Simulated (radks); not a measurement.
Values are calculated unless marked as measured or tabulated.
Coulomb parameter of the 5d shell of the osmium ion Os+ in the model configuration [Xe] 4f14 5d5 6s1 6p1, as a second difference U = [E(n + 0.5) + E(n - 0.5) - 2 E(n)] / (0.5)^2 with all orbitals relaxed. "Bare": the charge of the atom changes with n. "Screened": the 6p shell takes up the change at fixed total charge, which measures U(5d,5d) + U(6p,6p) - 2 U(5d,6p). Level of theory: Dirac Kohn-Sham, LDA (Slater exchange, Perdew-Wang correlation), spin-unpolarised, spherical densities, point nucleus; open shells are shared between the two j in proportion to 2j + 1 (a radial shooting solver on a logarithmic mesh with Libxc functionals). Estimate both.

Answer. U(bare) = 10.633 eV, U(screened by 6p) = 2.144 eV, against the Slater integral F0(5d,5d) = 14.461 eV with frozen orbitals.
